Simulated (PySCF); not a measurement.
From one molecule to another.

First species: C6H11N2 (charge +1).
InChI=1S/C6H10N2/c1-3-6-4-8(2)5-7-6/h4-5H,3H2,1-2H3/p+1

Second species: C₆H₄NS (charge +1).
Structure used (GFN2-xTB), in Å, numbered top down from 1:
```xyz
12
C6H4NS angstrom
N      3.3730   -0.9803   -0.1514
C      2.3032   -0.5876   -0.0813
C      0.9603   -0.1087    0.0023
C     -0.0901   -0.9935   -0.2764
C     -1.4224   -0.6033   -0.2165
C     -1.8176    0.6714    0.1180
S     -0.7616    1.9373    0.4994
C      0.7558    1.2137    0.3552
H      0.1542   -2.0120   -0.5462
H     -2.1871   -1.3341   -0.4433
H     -2.8654    0.9353    0.1541
H      1.5988    1.8611    0.5601
```

Levels: PBE0/def2-SVPD for HOMO energy, LUMO energy, HOMO–LUMO gap, static isotropic polarisability and electronic spatial extent ⟨r²⟩ about the centre of nuclear charge; TDDFT PBE0/def2-SVPD for lowest singlet excitation; TDA PBE0/def2-SVPD for lowest triplet excitation (Tamm–Dancoff); GFN2-xTB for rotational constant A and rotational constant C. Geometries: GFN2-xTB. All species are isolated and taken at one optimised geometry, non-relativistic unless stated; the electronic structure was computed with PySCF and density fitting.

Dipoles, sizes and rotational constants follow the conformer. The torsions of the flexible species, by atom-mapped SMILES:
- `[CH3:1][CH2:2][c:3]1[cH:4][n+:5]([CH3:6])[cH:7][nH:8]1`: C1–C2–C3–C4 -97°

Which has the higher T1 energy?

The first: 4.32 eV against 3.18 eV, a difference of 1.14 eV.

Which has the higher HOMO–LUMO gap?

The first: 6.75 eV against 5.03 eV, a difference of 1.72 eV.

Which has the higher rotational constant C?

The first: 1.115 GHz against 0.979 GHz, a difference of 0.136 GHz.

Which has the higher HOMO energy?

The first: -11.82 eV against -13.60 eV, a difference of 1.78 eV.

Which has the higher ⟨r²⟩?

The first: 1108 bohr² against 1070 bohr², a difference of 38 bohr².

Which of the two has the higher LUMO energy, and by how much?

The first: -5.07 eV against -8.57 eV, a difference of 3.50 eV.

Which has the higher rotational constant A?

The first: 5.326 GHz against 4.074 GHz, a difference of 1.252 GHz.

Which has the higher static isotropic polarisability?

The second: 83.6 au against 78.2 au, a difference of 5.4 au.

On the first: The principal polarisabilities are 57.3, 76.8 and 100.7 au; their mean is the isotropic value. No computed singlet falls in the visible range (750 to 380 nm, 1.65 to 3.26 eV); S1 lies 2.76 eV above its blue end.

On the second: The principal polarisabilities are 46.3, 85.1 and 119.4 au; their mean is the isotropic value. The polarisability is 12.39 Å³ as a volume (1 au = 0.148185 Å³), or 1.35 au for each of the 62 electrons.
